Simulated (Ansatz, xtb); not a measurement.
## BGeH7Si: where a starting geometry ends

The starting geometry of this gas-phase singlet has its atoms placed at random.

```xyz
10

B     1.5769   -0.7637    1.0445
Ge   -0.1296   -0.2194    0.4796
Si    0.0240   -2.3815    0.9644
H    -1.9679   -0.6171    0.1230
H     0.1371    1.1833   -1.0962
H    -0.0506    1.5579    1.5658
H    -0.7187   -1.1701    1.1277
H     1.3114   -0.6410   -0.1994
H    -1.4852    1.0063   -0.0363
H     1.2492   -2.1368   -0.4258
```

Question: Guess where an optimisation with r2SCAN-D4/def2-SVP ends from this start.

Answer: It loosens into BGeH5Si + H2, which stay close as a complex. Distances that change by over a tenth: B1–Ge2 (1.88 → 2.30 Å), Ge2–Si3 (2.22 → 2.57 Å), Ge2–H4 (1.91 → 3.56 Å), Ge2–H7 (1.29 → 1.54 Å), Ge2–H9 (1.90 → 3.97 Å). Contacts that open: Ge2–H8 (1.65 → 2.96 Å), Si3–H7 (1.43 → 3.04 Å). Contacts that close: B1–Si3 (2.24 → 1.84 Å), B1–H10 (2.04 → 1.32 Å), Ge2–H5 (2.13 → 1.54 Å), Ge2–H6 (2.08 → 1.54 Å), Si3–H10 (1.87 → 1.74 Å), H4–H9 (1.70 → 0.76 Å).

The energy falls by 15.10 eV over 39 steps:

| step | E − E(last) (eV) |
| --- | --- |
| 1 | 15.103 |
| 5 | 3.410 |
| 9 | 1.161 |
| 14 | 0.377 |
| 18 | 0.057 |
| 22 | 0.013 |
| 26 | 0.005 |
| 31 | 0.001 |
| 35 | 0.000 |
| 39 | 0.000 |

Final geometry (Å):

```xyz
10

B     1.6730   -1.4444    0.6131
Ge    0.2314    0.3442    0.8005
Si    0.0020   -2.1856    0.3936
H    -2.9222   -0.5795   -0.5763
H    -0.2268    1.1026   -0.4536
H     1.3936    1.1297    1.4362
H    -0.8994    0.3349    1.8424
H     2.8131   -1.1080    0.7630
H    -3.4492   -0.0367   -0.6396
H     1.3313   -1.7394   -0.6322
```

From the same start GFN2-xTB ends elsewhere, in pieces: BGeH5Si + H2.

From so rough a start the end depends on the optimiser's path, so another program may land elsewhere. No frequencies were run, so the end isn't proven a minimum. Run with Ansatz 0.2.0, 52 s on 2 threads of Intel(R) Xeon(R) 6975P-C (Granite Rapids) (shared host).
